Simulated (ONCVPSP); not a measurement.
Before and after: ONCV potential for arsenic

| Quantity | Value |
| --- | --- |
| Element | As (Z = 33) |
| Generator | ONCVPSP 4.0.1 |
| Type | optimised norm-conserving Vanderbilt (ONCV) |
| Functional | PBE |
| Relativity | fully relativistic |
| Frozen core | [Ne] 3s2 |
| Valence charge | 21 |
| Reference configuration | 3p6 3d10 4s1.75 4p3.25 |
| Partial waves | 4s: rc 1.70 bohr, ncon 4, nbas 7, qcut 3.8 1/bohr, 1 projector; 3p+4p: rc 1.05 bohr, ncon 4, nbas 9, qcut 12.1 1/bohr, 2 projectors; 3d: rc 0.80 bohr, ncon 3, nbas 8, qcut 22.3 1/bohr, 1 projector |
| Local potential | polynomial inside 0.50 bohr (lpopt 5, dvloc0 0 Ha) |
| Core correction | Teter function fitted to the true core (icmod 2), fcfact 0.4 |

Open shells are filled in proportion to 2j + 1.

Change: p: qcut 8.8.

Cutoffs: the cutoffs (Ha) at which the residual kinetic energy of the hardest occupied pseudo-wave falls to 1 and 0.1 mHa per electron; they do not see the model core or the augmentation charge, which bear on the density cutoff. Errors are all-electron minus pseudo energies relative to the spin-unpolarised reference configuration.

Q: What does the change do?

A: The potential gets harder (174 Ha and 197 Ha → 174 Ha and 252 Ha); both files keep a bound ghost (s); the errors of the 4 common tests hardly move.

| quantity | base | changed |
| --- | --- | --- |
| cutoff, loose | 174 Ha | 174 Ha |
| cutoff, tight | 197 Ha | 252 Ha |
| loose cutoff by channel | s 20 Ha, p 58 Ha, d 174 Ha | s 20 Ha, p 173 Ha, d 174 Ha |
| bound ghosts | s | s |
| GHOST(+) flags under 300 eV | none | none |
| error for 3p6 3d10 4s2 4p3, meV [ΔE -2.33 eV] | -0.2 | -0.2 |
| error for 3p6 3d10 4s2 4p2, meV [ΔE 6.82 eV] | +0.6 | +0.6 |
| error for 3p6 3d10 4s2 4p1, meV [ΔE 24.74 eV] | +7.1 | +7.2 |
| error for 3p6 3d10 4s1 4p3, meV [ΔE 16.92 eV] | -1.4 | -1.3 |
| s: phases at 1.72 bohr within 0.05 rad from the reference energy up to (Ha; the scan ends near 5) | 0.9 | 0.9 |
| p3/2: phases at 1.07 bohr within 0.05 rad from the reference energy up to (Ha; the scan ends near 5) | to the end of the scan | to the end of the scan |
| p1/2: phases at 1.07 bohr within 0.05 rad from the reference energy up to (Ha; the scan ends near 5) | to the end of the scan | to the end of the scan |
| d5/2: phases at 0.81 bohr within 0.05 rad from the reference energy up to (Ha; the scan ends near 5) | to the end of the scan | to the end of the scan |
| d3/2: phases at 0.81 bohr within 0.05 rad from the reference energy up to (Ha; the scan ends near 5) | to the end of the scan | to the end of the scan |
| rms error of d²Exc/dni dnj with the model core, mHa | 7.39 | 7.25 |

 A true bound ghost makes a file unfit for plane-wave use even where its test errors are small: the radial tests pick states by their node count and pass the ghost by.
